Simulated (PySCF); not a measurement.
A run for PySCF: D3(BJ) and D4 dispersion corrections on ClH2NSi (SMILES N[Si]Cl), a point of a torsion scan.

```python
from pyscf import gto
from pyscf.dispersion import dftd3, dftd4

mol = gto.M(
    atom='''
    N    -0.74755623   -0.08155863    0.15818957
    Si    0.82737573   -0.65480873    0.54702912
    Cl    1.39703679   -1.55472644   -1.26307566
    H    -0.96515054    0.90047930    0.21914106
    H    -1.23609191   -0.48050905   -0.63761576
    ''',
    basis='def2-svp',
    charge=0, spin=0, verbose=0, max_memory=1800)
d3, d4 = {}, {}
for xc in ['hf', 'pbe', 'blyp', 'revpbe', 'tpss', 'r2scan', 'b3lyp', 'pbe0', 'bhlyp', 'camb3lyp', 'b2plyp']:
    d3[xc] = float(dftd3.DFTD3Dispersion(mol, xc=xc, version='d3bj', atm=False).get_dispersion()['energy'])
    print(f'D3(BJ) {xc:10s} {d3[xc]:14.8f} Eh')
for xc in ['hf', 'pbe', 'blyp', 'revpbe', 'tpss', 'r2scan', 'b3lyp', 'pbe0', 'bhlyp', 'camb3lyp', 'b2plyp']:
    d4[xc] = float(dftd4.DFTD4Dispersion(mol, xc={'camb3lyp': 'cam-b3lyp'}.get(xc, xc), atm=True).get_dispersion()['energy'])
    print(f'D4     {xc:10s} {d4[xc]:14.8f} Eh')
```

Program output:

```
D3(BJ) hf            -0.03613934 Eh
D3(BJ) pbe           -0.00389312 Eh
D3(BJ) blyp          -0.00893613 Eh
D3(BJ) revpbe        -0.00969665 Eh
D3(BJ) tpss          -0.00503602 Eh
D3(BJ) r2scan        -0.00100612 Eh
D3(BJ) b3lyp         -0.00739800 Eh
D3(BJ) pbe0          -0.00346481 Eh
D3(BJ) bhlyp         -0.00626248 Eh
D3(BJ) camb3lyp      -0.00332718 Eh
D3(BJ) b2plyp        -0.00365976 Eh
D4     hf            -0.01403930 Eh
D4     pbe           -0.00387578 Eh
D4     blyp          -0.00866764 Eh
D4     revpbe        -0.01139312 Eh
D4     tpss          -0.00523451 Eh
D4     r2scan        -0.00083052 Eh
D4     b3lyp         -0.00640015 Eh
D4     pbe0          -0.00323377 Eh
D4     bhlyp         -0.00522042 Eh
D4     camb3lyp      -0.00330271 Eh
D4     b2plyp        -0.00266192 Eh
```

The run finished.

Cost: roughly 0.020 core-seconds.
